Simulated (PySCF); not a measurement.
# Bond lengths and vibrations by method: BClH3Si cation

These are calculations, not measurements. They come from PySCF 2.14.0, an open-source quantum chemistry program, on an isolated molecule that a program drew, which may never have been made. The molecule is BClH3Si cation (charge +1, singlet), drawn as the SMILES string `B[SiH+]Cl`.

The geometry was optimised and harmonic frequencies were computed with HF and MP2, all in the cc-pV(D+d)Z basis, for the commonest isotopes, with a restricted reference for singlets and an unrestricted one otherwise, and a frozen core in MP2. Each result is a local minimum of its method.

Geometry at the HF minimum:
```xyz
6
BClH3Si cation, angstrom
B     1.1452    1.3827    0.2896
Si    0.1098   -0.2648   -0.3209
Cl    0.9026   -2.0551   -0.0864
H     1.8718    1.8991   -0.4965
H     0.9809    1.7535    1.4068
H    -1.2154   -0.2777   -0.9422
```

Lengths of the bonds as drawn, in Å (atoms numbered as above):
| bond | HF | MP2 |
|---|---|---|
| B1-Si2 | 2.039 | 2.030 |
| Si2-Cl3 | 1.972 | 1.976 |
| B1-H4 | 1.189 | 1.198 |
| B1-H5 | 1.189 | 1.198 |
| Si2-H6 | 1.464 | 1.472 |

Rotational constants, in GHz:
```
constant,HF,MP2
A,21.26,21.02
B,3.812,3.831
C,3.328,3.337
```

Harmonic frequencies in cm^-1, each column in rising order, so a row needn't be the same motion in every method:
```
rank    HF   MP2
   1   171   157
   2   175   183
   3   418   388
   4   559   562
   5   701   692
   6   738   698
   7   829   794
   8   959     ?
   9  1206  1143
  10  2424  2355
  11  2747  2678
  12  2877  2809
```

**Estimate the missing MP2 frequency from the HF column.**

A single factor s that minimises the squared misfit of MP2 against s times HF over the other rows is sum(HF x MP2) / sum(HF^2) = 0.9723, with an rms misfit of 15 cm^-1. For rank 8 it gives 0.9723 x 959 = 932 cm^-1. The calculation gives 921 cm^-1, 11 cm^-1 below the estimate. The drawn bonds are on average 0.4 % longer in MP2 than in HF.
